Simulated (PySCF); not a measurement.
Compound: 1-fluorohexane, C6H13F.
Cartesian coordinates in Å at the PBE0-D3(BJ)/def2-SVP level; atoms count from 1:
```xyz
20
C6H13F angstrom
C      3.1459    0.0875   -0.2956
C      1.7785    0.5056    0.2202
C      0.6262   -0.2368   -0.4427
C     -0.7418    0.1781    0.0764
C     -1.8966   -0.5555   -0.5890
C     -3.2526   -0.1046   -0.1019
F     -3.4315    1.2372   -0.3498
H      3.2374    0.2690   -1.3786
H      3.9557    0.6411    0.2032
H      3.3255   -0.9866   -0.1275
H      1.7294    0.3484    1.3122
H      1.6394    1.5908    0.0709
H      0.6676   -0.0743   -1.5352
H      0.7612   -1.3249   -0.2996
H     -0.8835    1.2617   -0.0714
H     -0.7853    0.0150    1.1689
H     -1.8485   -0.4147   -1.6827
H     -1.8148   -1.6428   -0.4141
H     -4.0613   -0.6599   -0.6076
H     -3.3526   -0.2649    0.9866
```

The closed-shell ground state was solved at several levels (PySCF, density fitting, gas phase, non-relativistic).

| level | basis functions | HOMO (eV) | LUMO (eV) | gap (eV) | dipole (D) |
| --- | --- | --- | --- | --- | --- |
| B3LYP/pcJ-1 | 319 | -8.62 | 1.22 | 9.84 | 1.71 |
| PBE0/def2-SVPD | 247 | -8.89 | 0.78 | 9.67 | 1.76 |
| B3LYP/pcJ-0 | 130 | -8.58 | 2.39 | 10.97 | 1.83 |
| B3LYP/6-31G* | 124 | -8.31 | 2.48 | 10.79 | 1.51 |
| PBE0/pcSseg-1 | 184 | -8.85 | 1.50 | 10.35 | 1.73 |

Task: What might B3LYP/def2-TZVP (295 basis functions) give for the same quantities?

Result: HOMO -8.60 eV, LUMO 0.84 eV, gap 9.44 eV, dipole 1.67 D.

Task: Over all these levels, which gives the widest orbital gap and which the narrowest?

Result: B3LYP/pcJ-0 has the widest, 10.97 eV, and B3LYP/def2-TZVP the narrowest, 9.44 eV. The two share the functional. From the narrowest to the widest the HOMO moves by +0.02 eV and the LUMO by +1.55 eV.

Task: How much does the basis alone move the frontier levels among the 4 B3LYP rows (the withheld one included)?

Result: The HOMO by 0.31 eV and the LUMO by 1.64 eV. By rising basis size (HOMO, LUMO in eV): 6-31G* -8.31, 2.48; pcJ-0 -8.58, 2.39; def2-TZVP -8.60, 0.84; pcJ-1 -8.62, 1.22.

Task: How far do the dipole and the HOMO energy spread over the levels?

Result: The dipole runs from 1.51 to 1.83 D (mean 1.70 D) and the HOMO from -8.89 to -8.31 eV.

One conformer stands for the species.
